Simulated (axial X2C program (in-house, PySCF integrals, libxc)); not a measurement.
## Worked dissociation energy of CrI⁻: MP2, non-relativistic

Calculated with an in-house all-electron X2C program for linear molecules (integrals from PySCF). The Hamiltonian is the X2C one with the speed of light multiplied by 100, which is the non-relativistic limit. Basis: I dyall-av3z [11s10p8d2f], Cr dyall-av3z [10s10p7d3f2g] (cores contracted in-house); Gaussian nuclei, density fitting, unrestricted open shells. Masses: I 126.904 u, Cr 51.941 u.

Molecular state: M_S = 3, Λ = 0 (beyond evenly filled blocks: 2 × σα, π+α, π-α, δ+α, δ-α).

Correlated methods: 14 electrons correlated (number of frozen shells: I 4 s, 3 p, 2 d; Cr 3 s, 2 p), 314 virtual spin orbitals or spinors in MP2.

- E(I-) (2M_S = 0, M_L = 0): -6918.151742 hartree
- E(Cr) (2M_S = 6, M_L = 0): -1043.451946 hartree
- E(CrI⁻) at Re: -7961.640314 hartree
- ωe: 158.4 cm⁻¹
- ωexe: 0.953 cm⁻¹

Work out De and D0.

De = -6918.151742 + (-1043.451946) − (-7961.640314) = 0.03663 hartree = 0.997 eV. The zero-point energy is ωe/2 − ωexe/4 = 79 cm⁻¹ = 0.010 eV, so D0 = 0.987 eV.

Occupations by symmetry block were frozen at the best pattern of an incomplete PBE0 search. Dissociation energies refer to the lowest single-determinant-based atoms at the same level and basis. Other states lie close and PBE0, whose exact exchange favours high spin, may order them wrongly; the determinant shown need not be the ground state. The nearest other spin-free determinant of the search, M_S = 2, Λ = 0, lies 0.49 eV up at the distance of the search.

Each atomic determinant is the lowest at this level and need not be a pure term. Totals compare only within one Hamiltonian and basis.
